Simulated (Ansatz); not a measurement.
`C[SiH](F)N[SiH2]O` + `[OH][GeH2][CH2][SiH3]` → `C[SiH](O)N[SiH2]O` + `[F][GeH2][CH2][SiH3]`  (redistribution)

Gas-phase electronic energies from Ansatz, PBE0-D4/def2-TZVP geometries. CCSD(T)/CBS adds triple-zeta CCSD(T) − MP2 to the extrapolated MP2 energy (def2 sets, frozen cores). DFT in def2-TZVPP. B3LYP here is the variant with VWN-RPA as its local correlation; programs differ in this. For Ge outer-core shells are correlated without core-valence functions, which leaves a few kJ/mol of doubt a bond. Scalar relativity is left out up to krypton. One conformer a species, not always the lowest.

**Question.** Is it downhill or uphill in electronic energy at CCSD(T)/CBS, and by how much? (Estimate.)

**Answer.** The calculation gave: Uphill: ΔE = +0.14 eV.

**Question.** What do these levels give: r2SCAN-D4, B3LYP-D4, ωB97X-V, ωB97M-V, B2PLYP, PBE, PBE0, HF/def2-TZVPP, MP2/def2-TZVPP, SCS-MP2/def2-TZVPP, SCS-MP2/def2-QZVPP, CCSD/CBS(def2)? (Estimate.)

**Answer.** Ansatz gave: r2SCAN-D4 0.09, B3LYP-D4 0.10, ωB97X-V 0.09, ωB97M-V 0.09, B2PLYP 0.11, PBE 0.09, PBE0 0.10, HF/def2-TZVPP 0.09, MP2/def2-TZVPP 0.14, SCS-MP2/def2-TZVPP 0.13, SCS-MP2/def2-QZVPP 0.13, CCSD/CBS(def2) 0.14 eV.

Largest T1 diagnostic among the species: 0.011.

In def2-TZVPP, CCSD(T) changes the Hartree–Fock value by +0.04 eV (the triples alone add +0.00 eV) and MP2 by +0.04 eV.
